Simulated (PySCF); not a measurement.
Harmonic spectrum computed at PBE0 in the def2-TZVP basis family (core potentials from Rb on, PySCF, no spin–orbit coupling):

| ω (cm⁻¹) | IR (km/mol) |
| --- | --- |
| 935 | 54.8 |
| 1927 | 287 |
| 1936 | 342 |

Problem. Which molecule gave it? In each, all ligands are bound to the one heavy central atom.
A. CdH₂ (singlet)
B. GeH₂ (singlet)
C. PH₂ (doublet)
D. GaH₂ (doublet)

Solution. B. It has C2v symmetry with Ge–H 1.594 Å (×2).
